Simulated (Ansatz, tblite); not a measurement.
Isomers of Na8P⁻ (singlet), found by a short tight-binding search and relaxed with PBE0-D4/def2-SVPD in Ansatz.

The xTB rows come from tblite. LC-ωPBE has ω = 0.4 bohr⁻¹. Correlated methods freeze 13 core orbitals; core or outer-core shells of Na are correlated, in sets that lack core-valence functions.

Run but left out: HF/STO-3G (A: restricted singlet, unstable in another Hartree–Fock run and untested here); HF/def2-SVPD, HF/def2-TZVPD (A: restricted singlet, unstable towards broken spin symmetry).

A: The restricted singlet is unstable towards broken spin symmetry in Hartree–Fock (as tested in another run); at LDA (SPW92)/def2-TZVPD, PBE-D4/def2-TZVPD, r2SCAN-D4/def2-TZVPD, B97M-V/def2-TZVPD and others this wasn't settled. At CCSD(T)/def2-SVPD, MP2/def2-TZVPD the restricted singlet (for correlated methods, its reference) is unstable: a solution with broken spin symmetry lies lower. B: The restricted singlet is unstable towards broken spin symmetry in Hartree–Fock (as tested in another run); at LDA (SPW92)/def2-TZVPD, PBE-D4/def2-TZVPD, r2SCAN-D4/def2-TZVPD, B97M-V/def2-TZVPD and others this wasn't settled. At CCSD(T)/def2-SVPD, MP2/def2-TZVPD the restricted singlet (for correlated methods, its reference) is unstable: a solution with broken spin symmetry lies lower. C: The restricted singlet is unstable towards broken spin symmetry in Hartree–Fock (as tested in another run); at LDA (SPW92)/def2-TZVPD, PBE-D4/def2-TZVPD, r2SCAN-D4/def2-TZVPD, B97M-V/def2-TZVPD and others this wasn't settled. At CCSD(T)/def2-SVPD, MP2/def2-TZVPD the restricted singlet (for correlated methods, its reference) is unstable: a solution with broken spin symmetry lies lower. D: The restricted singlet is unstable towards broken spin symmetry in Hartree–Fock (as tested in another run); at LDA (SPW92)/def2-TZVPD, PBE-D4/def2-TZVPD, r2SCAN-D4/def2-TZVPD, B97M-V/def2-TZVPD and others this wasn't settled. At CCSD(T)/def2-SVPD, MP2/def2-TZVPD the restricted singlet (for correlated methods, its reference) is unstable: a solution with broken spin symmetry lies lower. E: The restricted singlet is unstable towards broken spin symmetry in Hartree–Fock (as tested in another run); at LDA (SPW92)/def2-TZVPD, PBE-D4/def2-TZVPD, r2SCAN-D4/def2-TZVPD, B97M-V/def2-TZVPD and others this wasn't settled. At CCSD(T)/def2-SVPD, MP2/def2-TZVPD the restricted singlet (for correlated methods, its reference) is unstable: a solution with broken spin symmetry lies lower.

Other spin states weren't relaxed.

A:

Cartesian coordinates in Å:
```
P 1.0605 -1.2876 -0.7031
Na -1.3095 -0.1355 3.4882
Na 0.6318 -0.0487 -3.0468
Na -2.7555 2.4624 1.4213
Na -1.5662 -0.7921 -0.2135
Na -1.8152 2.5124 -2.0745
Na 3.6245 -1.5456 -1.0934
Na 1.0950 -2.3294 1.7686
Na 1.0346 1.1640 0.4531
```

B:

```xyz
9

P    -0.9329   -0.0626    0.5998
Na   -2.9606   -1.3003   -0.5749
Na    0.8334    1.9167    1.0725
Na    1.4484   -1.2122    0.0926
Na    3.3353    1.7785   -2.2093
Na   -0.3414   -0.6707    3.1106
Na   -3.6268   -1.0637   -3.9968
Na    2.9804   -0.0897    3.9009
Na   -0.7357    0.7040   -1.9953
```

C:

Cartesian coordinates in Å:
```
P 0.8723 -0.8838 1.3122
Na -0.8451 -1.0767 -0.7857
Na -1.2507 -0.3003 2.8627
Na -1.7033 2.3676 -2.7290
Na 1.5093 0.7854 -3.3602
Na 0.7213 1.6940 0.4759
Na -3.1652 1.9625 0.5809
Na 2.8366 -1.2017 -0.5062
Na 1.0248 -3.3471 2.1494
```

D:

Cartesian coordinates in Å:
```
P -0.8120 0.1286 -0.7353
Na -0.7270 -4.8332 0.5885
Na -2.0505 2.4538 -0.3995
Na 1.1633 -1.6585 -1.2385
Na 1.2576 1.8718 -0.4478
Na -0.0373 -0.7284 1.7035
Na -2.3067 -2.0613 -0.7448
Na -0.4116 5.4748 0.2472
Na 3.9242 -0.6476 1.0267
```

E:

```tsv
atom	x (Å)	y (Å)	z (Å)
P1	-0.982	0.429	-0.174
Na2	-2.650	1.312	-2.069
Na3	-1.967	2.583	1.104
Na4	1.008	-0.563	1.522
Na5	-3.275	-0.592	0.788
Na6	1.334	1.729	-0.841
Na7	2.330	-3.945	0.184
Na8	4.399	1.027	0.707
Na9	-0.197	-1.980	-1.220
```

Question: Estimate which lies lowest at each level, and how far above it the others are (eV).

Answer: 
```
                 level     A     B     C     D     E
              GFN2-xTB  0.49  0.01  0.49  0.00  0.45
LDA (SPW92)/def2-TZVPD  0.14  0.28  0.18  0.23  0.00
     PBE-D4/def2-TZVPD  0.16  0.13  0.12  0.22  0.00
  r2SCAN-D4/def2-TZVPD  0.18  0.21  0.18  0.21  0.00
     B97M-V/def2-TZVPD  0.16  0.22  0.18  0.19  0.00
    PBE0-D4/def2-TZVPD  0.27  0.12  0.23  0.20  0.00
    LC-ωPBE/def2-TZVPD  0.47  0.05  0.49  0.03  0.00
         MP2/def2-SVPD  0.27  0.35  0.26  0.33  0.00
        MP2/def2-TZVPD  0.24  0.30  0.25  0.25  0.00
        CCSD/def2-SVPD  0.48  0.21  0.47  0.19  0.00
     CCSD(T)/def2-SVPD  0.31  0.28  0.30  0.25  0.00
```
Point groups (tolerance 0.1 Å): A not assigned, B not assigned, C not assigned, D not assigned, E not assigned. Lower isomers may exist.
